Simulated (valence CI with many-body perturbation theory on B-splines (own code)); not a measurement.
Sensitivity of CI+MBPT for Dy61+

Computed by valence CI with perturbative core correlation (CI+MBPT): three valence electrons over a frozen Dirac-Fock core [He], radial functions for each j: 6 s, 6 p, 5 d, 3 f, 1 g, with the one-electron correlation potential Σ1, the two-electron term Σ2, the three-electron term Σ3, Breit, model QED; selected CI, second order for the rest, scaled by the run's own slope (own B-spline code, finite nucleus).

No measured spectrum was set against this ion. As an estimate, large intervals hold to a few tenths of a per cent, small ones and those within an open d or f shell to about a per cent.

The reference run has the lowest level (2s^2 2p1/2) J=1/2 and an ionisation energy of 14489.3 eV. Its largest variational space holds 3447 state functions.

Levels are named by their leading jj configuration (3d3/2^4 stands for four electrons in 3d with j = 3/2), which in mixed levels can hold well under half, so a name can repeat and another be missing. Letters in brackets count levels of one name in rising energy.

Changed runs:
A. correlating orbitals by l 3 3 3 2 1 → 4 4 3 0 0
B. Davidson tolerance 2e-05 → 0.0003
C. screening of Σ1 on → off; QED terms on → off
D. scale of Σ1 1 → -1 (bad on purpose)

Excitation energies of the reference run in cm⁻¹, and shifts in cm⁻¹:

```
                     Level  Reference      A  B        C      D
        (2s 2p1/2^2) J=1/2    1804450    +97  0   +99031  +4890
        (2s^2 2p3/2) J=3/2    7031470    -49  0    -8643  -2529
(2s 2p1/2 2p3/2) J=3/2 [a]    8294060   -723  0   +88346  +2284
    (2s 2p1/2 2p3/2) J=5/2    8599070   +351  0   +88421  +2285
    (2s 2p1/2 2p3/2) J=1/2    9101090   +665  0   +88909  +2300
(2s 2p1/2 2p3/2) J=3/2 [b]    9115930  +1284  0   +88768  +2281
     (2p1/2^2 2p3/2) J=3/2   11004700   +566  0  +185552  +7061
        (2s 2p3/2^2) J=5/2   15470200   -107  0   +77817   -342
        (2s 2p3/2^2) J=1/2   16231700   +892  0   +78088   -365
        (2s 2p3/2^2) J=3/2   16238400  +1183  0   +78328   -342
     (2p1/2 2p3/2^2) J=3/2   17696800    +30  0  +177414  +4575
     (2p1/2 2p3/2^2) J=5/2   17874900  +1072  0  +177407  +4570
    Ionisation energy (eV)    14489.3  -0.14  0    +0.33   -1.0
```

No effect on these energies: B.
